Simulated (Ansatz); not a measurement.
One change: `C=[C](Cl)[AlH][SiH3]` becomes `C=C(Cl)S[SiH3]`.

Ansatz, PBE0-D4/def2-TZVP geometries, multiplicity 1. Each molecule was computed in one conformer, which needn't be the lowest.

```tsv
property	`C=[C](Cl)[AlH][SiH3]`
HOMO energy (B3LYP/def2-TZVPP) / eV	-7.39
size of the dipole moment (B3LYP/def2-TZVPP) / D	1.16
LUMO energy (PBE0/def2-TZVPP) / eV	-2.22
size of the dipole moment (ωB97M-V/def2-TZVPP) / D	1.16
size of the dipole moment (PBE/def2-TZVPP) / D	1.10
HOMO–LUMO gap (PBE0/def2-TZVPP) / eV	5.38
```

Problem. Give the same properties after the change, and the shifts. (Estimate.)

Solution. Computed: 
| property | `C=C(Cl)S[SiH3]` | shift |
| --- | --- | --- |
| HOMO energy (B3LYP/def2-TZVPP) / eV | -6.79 | 0.60 |
| size of the dipole moment (B3LYP/def2-TZVPP) / D | 0.70 | -0.46 |
| LUMO energy (PBE0/def2-TZVPP) / eV | -0.65 | 1.57 |
| size of the dipole moment (ωB97M-V/def2-TZVPP) / D | 0.73 | -0.43 |
| size of the dipole moment (PBE/def2-TZVPP) / D | 0.66 | -0.44 |
| HOMO–LUMO gap (PBE0/def2-TZVPP) / eV | 6.37 | 0.99 |

With PBE0 the HOMO rises by 0.57 eV and the LUMO rises by 1.57 eV, so the gap widens by about 1.00 eV. PBE moves the HOMO by 0.53 eV and ωB97M-V by 0.48 eV. Dipoles are sizes alone; their direction can turn.

B3LYP here is the variant with VWN-RPA as its local correlation; programs differ in this.
